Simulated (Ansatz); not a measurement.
`[BH2][Zn][CH2]C` + `F[SiH2]C[SiH3]` → `B[SiH2]C[SiH3]` + `C[CH2][Zn][F]`  (redistribution)

Computed with Ansatz on PBE0-D4/def2-TZVP structures; ΔE is electronic, products minus reactants. CCSD(T)/CBS adds triple-zeta CCSD(T) − MP2 to the extrapolated MP2 energy (def2 sets, frozen cores). Functionals use def2-TZVPP. For Zn outer-core shells are correlated without core-valence functions, which leaves a few kJ/mol of doubt a bond. Scalar relativity is left out up to krypton. One conformer a species, not always the lowest.

`[BH2][Zn][CH2]C`:

Cartesian coordinates in Å:
```
B -2.521 1.541 -0.684
Zn -0.956 0.407 0.079
C 0.527 -0.662 0.799
C 1.757 -0.773 -0.104
H -2.396 2.689 -1.011
H -3.629 1.102 -0.836
H 0.815 -0.231 1.766
H 0.144 -1.663 1.031
H 1.517 -1.237 -1.065
H 2.191 0.206 -0.325
H 2.550 -1.377 0.351
```

`F[SiH2]C[SiH3]`:

Cartesian coordinates in Å:
```
F 1.164 -1.813 0.879
Si -0.063 -0.880 1.321
C -0.022 0.691 0.340
Si 0.053 0.472 -1.523
H -1.315 -1.633 1.057
H 0.082 -0.631 2.777
H -0.932 1.254 0.585
H 0.827 1.302 0.663
H 1.355 -0.117 -1.924
H -1.041 -0.430 -1.971
H -0.108 1.784 -2.205
```

`B[SiH2]C[SiH3]`:

Cartesian coordinates in Å:
```
B 1.233 -0.017 2.450
Si -0.162 -0.176 1.013
C 0.385 0.285 -0.724
Si -0.917 0.014 -2.040
H 0.916 -0.135 3.598
H 2.394 0.163 2.219
H -1.363 0.630 1.381
H -0.594 -1.609 1.027
H 0.685 1.339 -0.733
H 1.277 -0.298 -0.979
H -2.134 0.811 -1.732
H -1.298 -1.423 -2.094
H -0.422 0.418 -3.385
```

`C[CH2][Zn][F]`:

```xyz
9

C    -0.246    0.872   -0.714
C    -0.258    0.065    0.582
Zn    0.737   -1.586    0.533
F     1.643   -3.090    0.492
H    -0.673    0.313   -1.550
H    -0.830    1.792   -0.610
H     0.766    1.164   -1.006
H     0.146    0.658    1.407
H    -1.284   -0.188    0.866
```

Question: Is it downhill or uphill in electronic energy at CCSD(T)/CBS, and by how much? (Estimate.)

Answer: Ansatz gave: Uphill: ΔE = +40.8 kJ/mol.

Question: What do these levels give: PBE-D4, HF/def2-TZVPP, MP2/def2-TZVPP, MP2/def2-QZVPP, SCS-MP2/def2-QZVPP, CCSD/CBS(def2)? (Best estimate.)

Answer: Ansatz gave: PBE-D4 28.8, HF/def2-TZVPP 50.3, MP2/def2-TZVPP 47.3, MP2/def2-QZVPP 44.2, SCS-MP2/def2-QZVPP 44.1, CCSD/CBS(def2) 41.8 kJ/mol.

Largest T1 diagnostic among the species: 0.015.

From PBE to PBE0 (25 % exact exchange), in def2-TZVPP and without D4, ΔE moves by +7.0 kJ/mol.
